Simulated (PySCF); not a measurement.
A structure optimised at PBE0-D3(BJ)/def2-SVP, used in a PySCF frequency run:

```xyz
10

Ta     0.0192     0.0169     0.0000
N     -0.1600     1.7792     0.0000
H     -0.1764     2.7907     0.0000
O      0.9445    -0.6075     1.5609
H      1.2524    -0.2141     2.3797
O      0.9445    -0.6075    -1.5609
H      1.2524    -0.2141    -2.3797
N     -1.8487    -0.6553     0.0000
H     -2.0850    -1.6452     0.0000
H     -2.6969    -0.0992     0.0000
```
Charge 0, spin multiplicity 1.

Q: Write its SMILES, formula and point group.

A: [NH]=[Ta]([NH2])([OH])[OH], H₅N₂O₂Ta, Cs

Q: What are its rotational constants (standard atomic weights)?

A: 3.1214, 3.0704, 2.7854 GHz
